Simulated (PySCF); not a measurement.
## From a computed spectrum to the compound

A species of 4 atoms with charge 2 has these harmonic modes (B3LYP, small Gaussian bases with core potentials, PySCF 2.14.0):

| cm⁻¹ | km/mol | symmetry |
| --- | --- | --- |
| 636 | 1.5 | e' |
| 636 | 1.5 | e' |
| 661 | 21.6 | a2'' |
| 1730 | 0.0 | a1' |
| 1825 | 214.6 | e' |
| 1825 | 214.6 | e' |

Question: Which species is it, and in which structure?

Answer: [BiH3]2+ (singlet):
```xyz
4

Bi    0.0000    0.0000    0.0000
H     1.7842    0.0000    0.0000
H    -0.8921    1.5452    0.0000
H    -0.8921   -1.5452    0.0000
```
Ideal gas at 298.15 K and 1 bar: S = 236.6 J/(mol K), Cp = 45.4 J/(mol K), H − H(0 K) = 11.0 kJ/mol (rigid rotor, harmonic modes, spin degeneracy alone). 
 The answer isn't unique; the calculation gave this one.
